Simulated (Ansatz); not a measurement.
Problem. Predict a relaxed structure of the cluster GeO4H4 (the lowest singlet isomer of a short search), charge 0, singlet, at PBE-D4/def2-SVP (Ansatz).

Solution. 
```xyz
9

Ge    0.185    0.488    0.394
O    -0.330   -1.278    0.332
O    -0.821    1.293    1.615
O    -0.187    1.167   -1.214
O     0.384   -1.719   -0.886
H    -0.116    0.440   -1.864
H    -1.733    1.402    1.281
H     0.963   -2.408   -0.500
H     1.655    0.616    0.841
```
 This is one stationary point.

The structure holds one bond between oxygen atoms, so isomers without such links may lie far lower. The structure comes from a short search, and lower isomers may exist.
